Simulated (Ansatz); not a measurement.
Several settings on one geometry of TaSCl3 (that of the charge 0 singlet, r2SCAN-D4/def2-SVP). Ansatz on 4 threads of Arm Neoverse V1 on a shared host; times are rough.

Cartesian coordinates in Å:
```
Ta -0.0004 0.0001 -0.0113
S 0.0105 -0.0163 2.1410
Cl 2.1765 0.0099 -0.7205
Cl -1.0971 1.8917 -0.6902
Cl -1.0895 -1.8853 -0.7190
```

Totals from different functionals, basis sets or treatments of relativity can't be compared as stabilities.

In the def2 sets Ta takes a core potential; there is no spin–orbit coupling. Correlated methods freeze 20 core orbitals; core or outer-core shells of Ta are correlated, in sets that lack core-valence functions.

Give the basis size and estimate the energy, ⟨S²⟩ and time of these runs.

```tsv
run	method	charge	state	further keys
1	RKS PBE0-DH/def2-SVP	0	singlet	scf: {lower_state_search: off}
2	RKS B2GP-PLYP/def2-mTZVPP	0	singlet	–
3	UKS r2SCAN50/def2-SVP	0	singlet	scf: {lower_state_search: light}; forces asked
```


```tsv
run	functions	energy (Eh)	⟨S²⟩	wall time
1	104	-1834.7548	–	2.1 s
2	144	-1835.1854	–	6.5 s
3	104	-1835.2971	0.00	12 s
```
